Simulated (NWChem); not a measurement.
Species: H3S2 cation; SMILES S[SH2+]

```xyz
5

S     -0.0532    -1.1232     0.0000
S      0.0464     0.9899     0.0000
H      1.2954    -1.2398     0.0000
H     -0.8210     1.2953     0.9989
H     -0.8210     1.2953    -0.9989
```
Atoms are numbered in this order, from 1.

Level: B3LYP/6-31G* (spherical d) (NWChem), optimised geometry, unscaled harmonic frequencies. 

```
frequency (cm⁻¹)  IR intensity (km/mol)
----------------  ---------------------
226                                63.2
456                                 0.2
781                                 3.8
846                                 0.0
1005                               12.8
1274                                7.9
2632                               27.9
2637                               33.8
2672                               13.2
```

* **zero-point energy**: 17.9 kcal/mol
* **thermal correction to the enthalpy at 298.15 K (with zero-point energy)**: 20.9 kcal/mol
* **heat capacity Cv**: 10.9 cal/(mol K)
* **entropy at 298.15 K and 1 atm (symmetry number 1)**: 63.6 cal/(mol K)

Rigid rotor and harmonic oscillator.
